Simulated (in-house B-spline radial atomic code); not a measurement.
How numerical settings move a run on Ag IV (Ag3+), [Kr] 4d8. Computed with an all-electron radial atomic-structure program (B-spline basis): non-relativistic LDA PW92, spin-polarised, spherical fractional occupations, point nucleus.

Command:
```bash
python run_scf.py task.json out
```
Settings of the sound reference run:
```
Z                47
electrons        44
configuration    [Kr] 4d8
hamiltonian      nr
method           lda,pw
spin_polarised   True
knot_spacing     0.22
spline_order     8
gauss_points     12
box_radius       16.22
max_iterations   70
damping          0.5
damped_steps     3
diis_vectors     10
tolerance        1e-08
start            Thomas-Fermi
```

Cost of the run: 0.31 s on 1 thread of Arm Neoverse N1, on a shared host.

It converges in 10 iterations to -5192.572980 hartree, with 4d down at -43.7102 eV. The other runs change the listed settings, some to values that make no sense; their results aren't properties of the atom or ion. Radii are in bohr (the nuclear one in fm), a minus after a letter asks for a j subshell, and «unchanged» means within 1e-8 hartree. The run stops when the residual is below 10 × tolerance × max(1, Z/10), or a noise floor if that is larger, and the energy moves by less than 1e-8 × √|E| hartree; so very loose and very tight tolerances often act alike.

```tsv
changed settings	outcome
knot_spacing = 0.75, box_radius = 0.65, max_iterations = 50, damped_steps = 30	converged in 18 iterations, energy +7.34e+02 hartree from the reference, 4d down level +1.5e+03 eV (the program warns: 4d down has a positive eigenvalue: unbound, held by the box; 3s up has a positive eigenvalue: unbound, held by the box)
start = bare nucleus	converged in 11 iterations, energy unchanged, 4d down level +4.4e-06 eV
box_radius = 2.43, first_knot = 0.00638, max_iterations = 8, damped_steps = 0	converged in 7 iterations, energy +1.04e+00 hartree from the reference, 4d down level +1.0e+01 eV (the program warns: 4d down reaches the box edge; 4s up reaches the box edge)
spline_order = 4	converged in 10 iterations, energy +2.69e-03 hartree from the reference, 4d down level -3.1e-04 eV
max_iterations = 50, damping = 0, tolerance = 1e-10	converged in 13 iterations, energy unchanged, 4d down level +3.3e-06 eV
diis_vectors = 4	converged in 10 iterations, energy unchanged, 4d down level +4.6e-06 eV
spline_order = 7, box_radius = 3.24, max_iterations = 50, tolerance = 1e-06	converged in 9 iterations, energy +1.01e-01 hartree from the reference, 4d down level +1.8e+00 eV (the program warns: 4d down reaches the box edge; 4s up reaches the box edge)
electrons = 45, configuration = [Kr] 4d8 5s-1, max_iterations = 100	stopped with error: j subshells need the Dirac Hamiltonian and l > 0
diis_vectors = 0	converged in 19 iterations, energy unchanged, 4d down level +6.5e-06 eV
spline_order = 6	converged in 10 iterations, energy +4.46e-06 hartree from the reference, 4d down level -4.7e-07 eV
spline_order = 10	converged in 10 iterations, energy -1.50e-08 hartree from the reference
spline_order = 7	converged in 10 iterations, energy +3.72e-07 hartree from the reference
diis_vectors = 1	not converged after 70 iterations, last residual 2.4e-01, last energy +1.74e+00 hartree from the reference
```

(1) What happens with diis_vectors = 2?

(2) What happens with electrons = 47, configuration = [Kr] 4d11, max_iterations = 100?

(3) What happens with first_knot = 0.00638, max_iterations = 5, diis_vectors = 0?

(4) What happens with spline_order = 5?

## Answers

(1) Converged in 14 iterations, energy unchanged, 4d down level -2.6e-05 eV.

(2) Stopped with error: shell 4d holds at most 5 electrons (per spin).

(3) Not converged after 5 iterations, last residual 9.1e-03, last energy +2.13e-03 hartree from the reference.

(4) Converged in 10 iterations, energy +8.72e-05 hartree from the reference, 4d down level -1.1e-05 eV.
